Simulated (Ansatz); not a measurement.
Geometry optimisation, RKS PBE0-D4/6-31G* in Ansatz 0.2.0.

input.yaml

```yaml
crystal:
  periodic: [false, false, false]
  atoms:
    - { symbol: O, position_ang: [-0.2496, -2.4735, 0.1596] }
    - { symbol: B, position_ang: [-0.1879, -1.3286, -0.8038] }
    - { symbol: F, position_ang: [0.5542, -1.4931, -2.0271] }
    - { symbol: O, position_ang: [-0.8277, -0.0525, -0.5618] }
    - { symbol: C, position_ang: [-2.06949, 0.01854, -1.07904] }
    - { symbol: S, position_ang: [-2.80756, 1.67481, -0.77495] }
    - { symbol: H, position_ang: [0.4828, -2.2943, 0.7802] }
    - { symbol: H, position_ang: [-2.77019, -0.74918, -0.59805] }
    - { symbol: H, position_ang: [-2.08639, -0.10931, -2.23267] }
    - { symbol: H, position_ang: [-4.01187, 1.33524, -1.43847] }
basis:
  gaussian: { orbitals: "6-31G*" }
hamiltonian:
  xc: pbe0
  dispersion: d4
relax:
  f_tol: 0.015
  max_steps: 40
output:
  orbitals: {}
```

Run as:

```bash
$ ansatz run input.yaml --threads 2 --pin off --max-ram 3072MiB --backend cpu --events-out ev --progress --plain --runs-dir out
```

**Question.** Where does it end, and by what steps?

**Answer.** The run converged. After 38 steps the energy has fallen by 2.002 eV; H10 moved furthest, 2.32 Å.

```tsv
step	energy less start (eV)	largest force component (eV/Å)	accepted
0	0.0000	3.447	yes
2	-0.8201	1.878	yes
4	-1.1980	3.383	yes
6	-1.6219	1.013	yes
8	-1.7872	0.233	yes
10	-1.8186	0.302	yes
12	-1.8336	0.176	yes
14	-1.8422	0.229	yes
16	-1.8398	0.700	no
18	-1.8546	0.064	yes
20	-1.8573	0.074	yes
22	-1.8610	0.162	yes
24	-1.8641	0.112	yes
26	-1.8709	0.363	yes
28	-1.8986	0.254	yes
30	-1.9568	0.390	yes
32	-1.9883	0.229	yes
34	-1.9990	0.302	no
36	-2.0017	0.038	yes
38	-2.0017	0.006	yes
```

```xyz
10
Properties=species:S:1:pos:R:3
O 0.716 -1.599 -0.071
B -0.296 -1.030 -0.763
F -0.006 -0.343 -1.870
O -1.591 -1.159 -0.351
C -2.622 -0.522 -1.066
S -2.754 1.265 -0.765
H 0.381 -2.049 0.715
H -3.565 -0.949 -0.720
H -2.521 -0.700 -2.140
H -1.714 1.613 -1.545
```

Whether the end is a true minimum wasn't checked by a vibrational analysis.

The run took 2.6 min on 2 threads of Intel(R) Xeon(R) Platinum 8259CL CPU @ 2.50GHz (Skylake/Cascade Lake), with other jobs on the host, peak memory 0.24 GiB.
